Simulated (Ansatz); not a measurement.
Geometry optimisation, RKS BLYP/cc-pVDZ in Ansatz 0.2.0.

Input:

```yaml
crystal:
  periodic: [false, false, false]
  atoms:
    - { symbol: Si, position_ang: [-0.23191, 0.059914, 0.284513] }
    - { symbol: F, position_ang: [0.097725, 1.454461, -0.572726] }
    - { symbol: O, position_ang: [0.30824, -1.060254, -0.846571] }
    - { symbol: H, position_ang: [0.641592, -0.447469, -1.535143] }
    - { symbol: H, position_ang: [-1.67971, -0.022345, 0.612715] }
    - { symbol: Cl, position_ang: [0.864163, 0.015693, 2.057213] }
basis:
  gaussian: { orbitals: cc-pVDZ }
hamiltonian:
  xc: blyp
relax:
  f_tol: 0.03
  max_steps: 50
output:
  orbitals: {}
```

Command:

```bash
$ ansatz run input.yaml --threads 2 --pin off --max-ram 3072MiB --backend cpu --events-out ev --progress --plain --runs-dir out
```

Problem. Where does it end, and by what steps?

Solution. The run converged. After 15 steps the energy has fallen by 0.219 eV; H4 moved furthest, 0.65 Å.

```csv
step,energy less start (eV),largest force component (eV/Å),accepted
0,0.0000,0.449,yes
1,-0.0753,0.416,yes
2,-0.1296,0.879,yes
3,-0.0113,2.201,no
4,-0.1652,0.352,yes
5,-0.1853,0.209,yes
6,-0.1772,1.347,no
7,-0.1970,0.204,yes
8,-0.2081,0.090,yes
9,-0.2050,0.958,no
10,-0.2138,0.053,yes
11,-0.2174,0.045,yes
12,-0.2175,0.110,yes
13,-0.2187,0.115,yes
14,-0.2189,0.032,yes
15,-0.2190,0.008,yes
```

```xyz
6
Properties=species:S:1:pos:R:3
Si -0.288 0.182 0.202
F -0.117 1.746 -0.310
O 0.069 -0.898 -1.027
H 1.007 -0.933 -1.302
H -1.694 -0.061 0.607
Cl 1.022 -0.036 1.829
```

The run took 17 s on 2 threads of Arm Neoverse V2, with other jobs on the host, peak memory 0.14 GiB.
